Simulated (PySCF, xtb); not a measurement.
C₂H₄N₂OSi, SMILES C(#N)/N=C/O[SiH3]. One conformer was computed; it need not be the lowest.

Harmonic wavenumbers (cm⁻¹) from xtb with GFN2-xTB at its own minimum, in rising order: 79, 103, 143, 179, 243, 515, 528, 547, 604, 658, 689, 739, 771, 799, 889, 1096, 1280, 1336, 1700, 2310, 2321, 2348, 2371, 2873.

Task: What does PBE-D3(BJ)/def2-SVP run with PySCF give at its own minimum? (Estimate from the structure and the level; the computed values follow.)

Result: 97, 131, 207, 209, 278, 536, 542, 577, 670, 672, 722, 896, 900, 917, 957, 1080, 1289, 1344, 1664, 2205, 2227, 2228, 2261, 3048. Paired by order, the mean absolute difference is 63 cm⁻¹ and the zero-point energies are 35.9 and 36.7 kcal/mol.
